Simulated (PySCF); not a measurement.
## Calculated properties of `C=CCC(C)(C)C(=O)Cl`

Compound: C7H11ClO.
Atom-mapped SMILES: `[CH2:1]=[CH:2][CH2:3][C:4]([CH3:5])([CH3:6])[C:7](=[O:8])[Cl:9]` (hydrogens: H10, H11 on C1; H12 on C2; H13, H14 on C3; H15, H16, H17 on C5; H18, H19, H20 on C6)

Geometry (PBE0-D3(BJ)/def2-SVP, Å), atoms numbered from 1 in this order:
```xyz
20
C7H11ClO angstrom
C      2.8383   -0.2053   -0.3367
C      1.7310    0.4952   -0.5835
C      0.5950    0.6768    0.3716
C     -0.7254    0.0004   -0.0695
C     -1.8424    0.3801    0.9099
C     -0.5638   -1.5169   -0.1323
C     -1.1148    0.4816   -1.4606
O     -1.3293   -0.1809   -2.4146
Cl    -1.2556    2.2794   -1.5852
H      2.9930   -0.7087    0.6236
H      3.6344   -0.2970   -1.0801
H      1.6217    0.9880   -1.5584
H      0.3998    1.7531    0.5073
H      0.8573    0.2657    1.3599
H     -2.7980   -0.0838    0.6228
H     -1.5781    0.0200    1.9156
H     -1.9832    1.4688    0.9552
H      0.2344   -1.8048   -0.8300
H     -0.3044   -1.8993    0.8663
H     -1.4948   -1.9999   -0.4601
```

Structural features include: C=C double bond and C–Cl bond.

PBE0-D3(BJ)/def2-SVP geometry optimisation, gas phase (PySCF):

| Quantity | Value |
| --- | --- |
| Point group | C1 |
| Rotational constants A, B, C | 1.678, 1.052, 0.912 GHz |

**wB97X-D/def2-SVPD ground state, ΔSCF and vertical TDDFT (core frozen in the response) (PySCF)**

| Quantity | Value |
| --- | --- |
| Dipole moment | 3.01 D |
| HOMO energy | -9.63 eV |
| LUMO energy | 0.72 eV |
| HOMO–LUMO gap | 10.35 eV |
| Lowest singlet excitation | 5.14 eV (241 nm, f = 0.001) |
| Strongest line among the 10 lowest singlet transitions | S5 at 7.39 eV (168 nm, f = 0.481) |
| Lowest triplet excitation (Tamm–Dancoff) | 4.47 eV |
| Static isotropic polarisability | 100.9 au |
| Vertical ionisation energy | 9.84 eV |
| Electronic spatial extent ⟨r²⟩ about the centre of nuclear charge | 1485 bohr² |

PBE/pcSseg-1 ground state and GIAO shieldings, non-relativistic (PySCF):

| Property | Result |
| --- | --- |
| 13C chemical shifts (computed TMS as zero) by class | 188.5 (C7), 142.6 (C2), 125.0 (C1), 56.4 (C4), 53.0 (C3), 28.1 (C5/C6) ppm |
| 1H chemical shifts (computed TMS as zero) by class | 5.99 (H12), 5.41 (H11), 5.34 (H10), 2.39 (H13/H14), 1.21 (H15/H16/H17/H18/H19/H20) ppm |
| Isotropic shieldings of nuclei other than C and H, by class | -246 (O8), 489 (Cl9) ppm |

Monoisotopic mass (most abundant isotopes): 146.0498 u.

The largest Löwdin shares of the HOMO are 0.37 on C1, 0.34 on C2, 0.08 on C3 and 0.04 on C4. No computed singlet falls in the visible range (750 to 380 nm, 1.65 to 3.26 eV); S1 lies 1.88 eV above its blue end. The principal polarisabilities are 90.9, 97.2 and 114.7 au; their mean is the isotropic value. The vertical singlet–triplet gap S1 − T1 is 0.67 eV (TDDFT singlet less Tamm–Dancoff triplet; S1: HOMO−1→LUMO, weight 0.94; T1: HOMO→LUMO+1, weight 0.90). The rotational constants make it an asymmetric top with κ = (2B − A − C)/(A − C) = -0.63, nearer the prolate limit (−1).

 NMR classes are plain means over equivalent atoms (diastereotopic ones count apart unless rotation or inversion swaps them), as if these changed places fast; in this geometry the members of some classes differ.

One conformer stands for the species.
